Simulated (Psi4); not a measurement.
Pair of molecules, SMILES F with SMILES [AsH3] (the first has 2 atoms); geometry from B3LYP-D3(BJ)/def2-TZVP, rigid monomers moved along the line of their centres of mass till H2···As3 is 4.31 Å.
(charge 0, multiplicity 1):
```xyz
6

F      0.8330    -0.5598    -0.2549
H      0.5508    -0.3219     0.6061
As    -0.7407     0.7693     4.5719
H      0.0499     0.3931     5.8117
H     -2.0697     0.3138     5.1461
H     -0.9277     2.2149     4.9948
```

Method: SAPT0/aug-cc-pVDZ run with Psi4.

Problem. Give the four SAPT terms and the total, and say what mostly holds the pair together.

Solution. electrostatics -35.4, exchange 1.0, induction -4.1, dispersion -4.0, total -42.5 meV; the largest attraction is electrostatics.
